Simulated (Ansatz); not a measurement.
System: sum formula GaClF2 (charge 0, singlet). 
Geometry from a B3LYP-D3(BJ)/def2-TZVP (Ansatz, a program for electronic structure) optimisation:
SMILES: [F][Ga]([F])[Cl]
```xyz
4

F     -0.9844     1.6357     0.0623
Ga    -0.2910     0.0420     0.0047
F     -1.4081    -1.2904    -0.0239
Cl     1.7972    -0.2593    -0.0289
```

Basis-set convergence of Hartree-Fock and CCSD correlation energies (hartree) with Ansatz. Cores are frozen in the correlated levels unless marked. No spin-orbit coupling. The frozen core is the preceding noble-gas configuration, with the filled d and f shells of earlier blocks. Non-relativistic.

```tsv
basis	functions	E(HF)	E(corr, CCSD)
def2-SVP	78	-2581.21342	-0.58358
def2-TZVPP	152	-2581.87741	-0.77806
def2-QZVPP	273	-2581.94048	-0.84618
```

Extrapolating the two largest sets (X = 3 and 4) as X^-3: E(corr) = (64·(-0.84618) - 27·(-0.77806))/37 = -0.8959 Eh, an estimate of the basis-set limit. The largest set recovers 94.5 % of it, the smallest 65.1 %.
